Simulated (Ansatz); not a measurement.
Species: YI2, charge 1, multiplicity 1. The spin state was set by rule; other spins were not relaxed. 
Coordinates optimised at B3LYP-D3(BJ)/def2-TZVP (Ansatz, a program for electronic structure):
```xyz
3

Y      1.1161    -0.0249    -0.0088
I     -0.3831     1.7446    -1.4282
I     -0.4381    -1.7262     1.4346
```
Charge +1, spin multiplicity 1.

Total electronic energies in hartree. Cores are frozen in the correlated levels unless marked. No spin-orbit coupling. Frozen are the shells of the preceding noble gas and the d and f shells that filled before the atom's block. Past Kr the def2 sets carry scalar-relativistic core potentials. STO-3G rows are all-electron and non-relativistic. CBS(X,Y): correlation extrapolated as X^-3; Hartree-Fock from the larger set. [CCSD(T)-MP2]/basis is that difference in the basis named.

```json
[
 {"level": "RI-HF/def2-QZVPP", "program": "Ansatz", "energy (Eh)": "-631.14302"},
 {"level": "PBE-D4/def2-TZVPD", "program": "Ansatz + dftd4", "energy (Eh)": "-633.61400"},
 {"level": "BLYP-D3(BJ)/def2-TZVPD", "program": "Ansatz + dftd3", "energy (Eh)": "-633.50065"},
 {"level": "PBE0-D3(BJ)/def2-TZVPD", "program": "Ansatz + dftd3", "energy (Eh)": "-633.65053"},
 {"level": "PBE0/def2-TZVPD", "program": "Ansatz", "energy (Eh)": "-633.64561"},
 {"level": "r2SCANh-D4/def2-TZVPD", "program": "Ansatz + dftd4", "energy (Eh)": "-633.84892"},
 {"level": "r2SCAN0/def2-TZVPD", "program": "Ansatz", "energy (Eh)": "-633.80071"},
 {"level": "CAM-B3LYP/def2-TZVPD", "program": "Ansatz", "energy (Eh)": "-633.59063"},
 {"level": "wB97M-V/def2-TZVPD", "program": "Ansatz", "energy (Eh)": "-633.51608"},
 {"level": "B2GP-PLYP-D3(BJ)/def2-TZVPD", "program": "Ansatz + dftd3", "energy (Eh)": "-632.77662"},
 {"level": "RI-MP2/CBS(def2-TZVPP,def2-QZVPP)", "program": "Ansatz", "energy (Eh)": "-631.5297"},
 {"level": "CCSD/STO-3G", "program": "Ansatz", "energy (Eh)": "-16998.99870"},
 {"level": "CCSD/def2-SVP", "program": "Ansatz", "energy (Eh)": "-631.35568"},
 {"level": "RI-MP2/CBS(def2-TZVPP,def2-QZVPP)+[CCSD(T)-MP2]/def2-SVP", "program": "Ansatz", "energy (Eh)": "-631.5563"},
 {"level": "CCSD(T)/CBS(def2-TZVPP,def2-QZVPP)", "program": "Ansatz", "energy (Eh)": "-631.5759"}
]
```

Totals of different functionals don't rank their quality; only differences between species are comparable.
